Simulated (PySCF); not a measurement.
F4Zr, SMILES [F][Zr-]([F])([F])[F] (connectivity only; charge and spin as stated), charge -1, multiplicity 2.

The structure is a stationary point at PBE-D3(BJ)/def2-SVPD. The multiplicity is an assumed one; other spin states were not compared. The def2 effective core potentials stand for the cores of Zr; spin–orbit coupling is left out.

Level of theory: PySCF with PBE-D3(BJ)/def2-SVPD.

Frequencies are harmonic and unscaled.

Modes within 1.5 cm⁻¹ of each other (mostly degenerate sets) share a row, with their intensities summed.

| mode | ν (cm⁻¹) | IR (km/mol) | moving atoms (share of kinetic energy) |
|---|---|---|---|
| 1 | 99 | 4.1 | F 64 %, Zr 36 % |
| 2 | 117 | 0.0 | F 100 % |
| 3–4 | 142 | 23.5 | F 83 %, Zr 17 % |
| 5 | 189 | 0.0 | F 100 % |
| 6 | 521 | 31.6 | F 90 %, Zr 10 % |
| 7 | 539 | 0.0 | F 100 % |
| 8–9 | 553 | 423.3 | F 72 %, Zr 28 % |
